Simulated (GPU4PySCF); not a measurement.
C₁₀H₁₆S, SMILES c1(CCCCCC)cscc1. Coordinates come from a PBE-D3(BJ)/def2-TZVP optimisation. The values are those of a single conformer.

Question: Give the equilibrium geometry at PBE-D3(BJ)/def2-TZVP (GPU4PySCF confirms it by a frequency run) as Cartesian coordinates in Å. (Estimate from the structure and the level; the computed values follow.)

Answer: One answer among several that fit: 
```xyz
27

C      5.4195     0.2617    -0.2384
C      4.3853    -0.8600    -0.3164
C      2.9650    -0.3915     0.0023
C      1.9265    -1.5120    -0.0776
C      0.5076    -1.0959     0.3213
C     -0.1304    -0.0631    -0.6233
C     -1.5511     0.2631    -0.2567
C     -2.6521    -0.6326    -0.4310
C     -3.8460    -0.1179     0.0114
S     -3.6464     1.4670     0.6497
C     -1.9569     1.4455     0.3236
H      5.1834     1.0686    -0.9491
H      6.4310    -0.1017    -0.4701
H      5.4465     0.7065     0.7682
H      4.6630    -1.6705     0.3793
H      4.3998    -1.3085    -1.3247
H      2.9454     0.0497     1.0154
H      2.6961     0.4249    -0.6896
H      2.2497    -2.3407     0.5753
H      1.9117    -1.9219    -1.1036
H     -0.1382    -1.9883     0.3555
H      0.5132    -0.6851     1.3453
H     -0.0968    -0.4570    -1.6543
H      0.4644     0.8624    -0.6242
H     -2.5588    -1.6235    -0.8761
H     -4.8297    -0.5781    -0.0080
H     -1.3436     2.3073     0.5743
```
Charge 0, spin multiplicity 1.
